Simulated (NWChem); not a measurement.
Species: Si₂H₆Te; SMILES [Te]([SiH3])[SiH3]

Computed with NWChem. All runs use the structure optimised with PBE0/def2-SVP (def2 core potentials past Kr).

Problem. Estimate the computed values for B3LYP/STO-3G, non-relativistic. Quantities: highest occupied level (eV); orbital gap (eV); dipole (D).

Solution. 
```yaml
highest occupied level (eV): -3.59
orbital gap (eV): 6.72
dipole (D): 2.34
```
